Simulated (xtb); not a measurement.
xtb input (GFN2-xTB):

```bash
xtb mol.xyz --gfn 2 --sp --chrg 0 --uhf 0
```
mol.xyz:
```
6

C      2.67672240    -0.48056251    -0.20093306
C      1.49358777    -0.26814969    -0.11211890
B      0.01755224    -0.00315122    -0.00131759
Cl    -0.62911043     1.57112315    -0.41444997
Cl    -1.06680729    -1.26664837     0.54175714
H      3.72097899    -0.66804201    -0.27932209
```

End of the output:

```
         :::::::::::::::::::::::::::::::::::::::::::::::::::::
         ::                     SUMMARY                     ::
         :::::::::::::::::::::::::::::::::::::::::::::::::::::
         :: total energy             -15.112197772410 Eh    ::
         :: gradient norm              0.022458678817 Eh/a0 ::
         :: HOMO-LUMO gap              3.686617574532 eV    ::
         ::.................................................::
         :: SCC energy               -15.271329686523 Eh    ::
         :: -> isotropic ES            0.037585130293 Eh    ::
         :: -> anisotropic ES         -0.001422875901 Eh    ::
         :: -> anisotropic XC          0.008278287503 Eh    ::
         :: -> dispersion             -0.004117490840 Eh    ::
         :: repulsion energy           0.159131914113 Eh    ::
         :: add. restraining           0.000000000000 Eh    ::
         :: total charge               0.000000000000 e     ::
         :::::::::::::::::::::::::::::::::::::::::::::::::::::

           -------------------------------------------------
          |                Property Printout                |
           -------------------------------------------------

    * Orbital Energies and Occupations

         #    Occupation            Energy/Eh            Energy/eV
      -------------------------------------------------------------
         1        2.0000           -1.0595099             -28.8307
         2        2.0000           -1.0582900             -28.7975
         3        2.0000           -0.6428636             -17.4932
         4        2.0000           -0.5756692             -15.6648
         5        2.0000           -0.5326890             -14.4952
         6        2.0000           -0.5010201             -13.6335
         7        2.0000           -0.4999600             -13.6046
         8        2.0000           -0.4855021             -13.2112
         9        2.0000           -0.4521736             -12.3043
        10        2.0000           -0.4508912             -12.2694
        11        2.0000           -0.4407799             -11.9942
        12        2.0000           -0.4330732             -11.7845
Note: The following floating-point exceptions are signalling: IEEE_UNDERFLOW_FLAG IEEE_DENORMAL
normal termination of xtb
        13        2.0000           -0.4325384             -11.7700 (HOMO)
        14                         -0.2970577              -8.0834 (LUMO)
        15                         -0.2059388              -5.6039
        16                         -0.1434942              -3.9047
        17                         -0.0776423              -2.1128
        18                         -0.0343176              -0.9338
        19                         -0.0019464              -0.0530
        20                          0.0089559               0.2437
        21                          0.0097486               0.2653
        22                          0.0097836               0.2662
        23                          0.0099832               0.2717
        24                          0.0100274               0.2729
       ...                                ...                  ...
        31                          1.3321913              36.2508
      -------------------------------------------------------------
                  HL-Gap            0.1354807 Eh            3.6866 eV
             Fermi-level           -0.3647980 Eh           -9.9267 eV

     #   Z          covCN         q      C6AA      α(0)
     1   6 C        1.908    -0.049    32.426     9.196
     2   6 C        1.904    -0.079    33.265     9.315
     3   5 B        2.549     0.406    16.593     6.996
     4  17 Cl       0.891    -0.193   105.198    15.691
     5  17 Cl       0.891    -0.193   105.198    15.691
     6   1 H        0.927     0.108     1.715     2.048

 Mol. C6AA /au·bohr⁶  :       1394.132768
 Mol. C8AA /au·bohr⁸  :      50303.889990
 Mol. α(0) /au        :         58.936961

Wiberg/Mayer (AO) data.
largest (>0.10) Wiberg bond orders for each atom

 ---------------------------------------------------------------------------
     #   Z sym  total        # sym  WBO       # sym  WBO       # sym  WBO
 ---------------------------------------------------------------------------
     1   6 C    3.960 --     2 C    2.845     6 H    0.963
     2   6 C    3.975 --     1 C    2.845     3 B    1.087
     3   5 B    3.379 --     4 Cl   1.112     5 Cl   1.112     2 C    1.087
     4  17 Cl   1.246 --     3 B    1.112
     5  17 Cl   1.246 --     3 B    1.112
     6   1 H    0.988 --     1 C    0.963
 ---------------------------------------------------------------------------

Topologies differ in total number of bonds
Writing topology from bond orders to xtbtopo.mol

molecular dipole:
                 x           y           z       tot (Debye)
 q only:        0.920      -0.165      -0.069
   full:        0.740      -0.133      -0.056       1.917
molecular quadrupole (traceless):
                xx          xy          yy          xz          yz          zz
 q only:        3.891      -1.304      -3.742      -0.060       1.453      -0.149
  q+dip:        7.994      -2.454      -5.899      -0.492       1.675      -2.095
   full:        4.901      -1.641      -4.699      -0.079       1.819      -0.203

           -------------------------------------------------
          | TOTAL ENERGY              -15.112197772410 Eh   |
          | GRADIENT NORM               0.022458678817 Eh/α |
          | HOMO-LUMO GAP               3.686617574532 eV   |
           -------------------------------------------------

------------------------------------------------------------------------
------------------------------------------------------------------------
 total:
 SCF:
```
